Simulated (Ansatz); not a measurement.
C₃H₄BFO (`BC(F)OC#C`). Charge 0, multiplicity 1. All single points use the PBE0-D4/def2-TZVP geometry. It is one conformer, not always the lowest.

```xyz
10

B     0.540   -1.880   -0.122
C    -0.317   -0.643    0.381
F    -1.644   -0.921    0.543
O    -0.170    0.253   -0.724
C    -0.112    1.521   -0.447
C    -0.040    2.695   -0.227
H     0.024   -2.682   -0.833
H     1.691   -1.946    0.179
H     0.021   -0.137    1.289
H     0.007    3.740   -0.039
```

Problem. What is the dipole moment at ωB97M-V/def2-TZVPP? (Best estimate.)

Solution. Ansatz gave: 1.80 D, with components (1.35, -0.49, 1.09) D in this frame, pointing from negative to positive charge.

Problem. And with PBE, r2SCAN, B3LYP? (An estimate is asked.)

Solution. Computed: PBE 1.58 D, r2SCAN 1.71 D, B3LYP 1.78 D.

Problem. Give the Mulliken charges with ωB97M-V, PBE, B3LYP in def2-TZVPP. (Estimate.)

Solution. The calculation gave: 
```csv
atom,ωB97M-V,PBE,B3LYP
B1,-0.14,-0.06,-0.08
C2,0.22,0.20,0.27
F3,-0.20,-0.16,-0.21
O4,-0.26,-0.17,-0.25
C5,0.04,-0.04,-0.04
C6,-0.22,-0.17,-0.17
H7,0.11,0.05,0.07
H8,0.09,0.04,0.06
H9,0.11,0.08,0.10
H10,0.25,0.22,0.27
```

B3LYP here is the variant with VWN-RPA as its local correlation; programs differ in this.
